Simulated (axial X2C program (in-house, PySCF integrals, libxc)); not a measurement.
**GeB⁺: properties at the nuclei**

Calculated with an axial X2C code built on PySCF integrals: two-component X2C with atomic mean-field Coulomb and Gaunt terms, Gaussian nuclei, basis Ge dyall-cv3z, B dyall-v3z with contracted cores.

R = 2.184 Å (near the PBE0 minimum at charge 1 of the determinant lowest at the starting distance; the state shown can have its own minimum elsewhere).

Determinant lowest in the PBE0 search, Ω = 2 (⟨Sz⟩ = 1.00, ⟨Lz⟩ = 1.00 at PBE0), spin on the atoms Ge 0.45, B 0.55:

```json
{"level": "PBE0", "Eeff magnitude (GV/cm)": "0.421", "Ws magnitude Ge (kHz)": "0.102", "A∥/gI Ge (MHz)": "124", "qzz Ge (a.u.)": "-3.39", "A∥/gI B (MHz)": "75.1", "qzz B (a.u.)": "-0.37"}
{"level": "HF", "Eeff magnitude (GV/cm)": "0.508", "Ws magnitude Ge (kHz)": "0.122", "A∥/gI Ge (MHz)": "76.3", "qzz Ge (a.u.)": "-3.04", "A∥/gI B (MHz)": "68", "qzz B (a.u.)": "-0.45"}
{"level": "r2SCAN", "Eeff magnitude (GV/cm)": "0.23", "Ws magnitude Ge (kHz)": "0.061", "A∥/gI Ge (MHz)": "89.9", "qzz Ge (a.u.)": "-3.50", "A∥/gI B (MHz)": "84.6", "qzz B (a.u.)": "-0.39"}
{"level": "B3LYP", "Eeff magnitude (GV/cm)": "0.492", "Ws magnitude Ge (kHz)": "0.117", "A∥/gI Ge (MHz)": "160", "qzz Ge (a.u.)": "-3.29", "A∥/gI B (MHz)": "80.2", "qzz B (a.u.)": "-0.39"}
{"level": "BP86", "Eeff magnitude (GV/cm)": "0.384", "Ws magnitude Ge (kHz)": "0.0928", "A∥/gI Ge (MHz)": "148", "qzz Ge (a.u.)": "-3.42", "A∥/gI B (MHz)": "79.6", "qzz B (a.u.)": "-0.37"}
```

Eeff is the effective electric field on the electron electric dipole moment in this Ω state and Ws the scalar–pseudoscalar constant of the nucleus named (defined with the proton number Z and per Ω); A∥ (defined per Ω) follows by multiplying with gI = μI/(I μN); qzz is the electric field gradient, eQq0 = 234.96 MHz × Q/barn × qzz. The operators were transformed with the bare-nucleus X2C matrices; with these basis sets, hyperfine constants and field gradients can be off by tens of per cent, and where levels differ in sign neither size nor sign is settled.

Task: With Q(73Ge) = -0.196 barn, gI(11B) = 1.7924, Q(11B) = 0.04059 barn (g factors from the IAEA table of nuclear moments by Stone; Q from Pyykkö, Mol. Phys. 2018), turn the PBE0 values of the first state into constants in MHz.

Result: eQq0(73Ge) = 234.96 × (-0.196) × (-3.39) = 156 MHz; A∥(11B) = 75.1 × 1.7924 = 135 MHz; eQq0(11B) = 234.96 × (0.04059) × (-0.37) = -3.53 MHz.

Each state is one determinant with collinear spin, which with several unpaired electrons need not be a pure state. Unrestricted Hartree–Fock can overshoot spin polarisation at the nuclei. With several open shells hyperfine constants can be off by a factor of several. Where Eeff spreads by more than a factor of two the levels disagree and none is to be relied on. Open-shell Ω = 0 determinants with evenly filled partner blocks cannot be reached by this program, so the Ω shown need not be the lowest component. States lie within half an eV, so the first need not be the ground state. Further determinants of the search, some of them spin-mixed, are not shown. Where a field gradient or hyperfine factor spreads by more than a factor of two over the levels, a constant derived from it is not to be relied on.
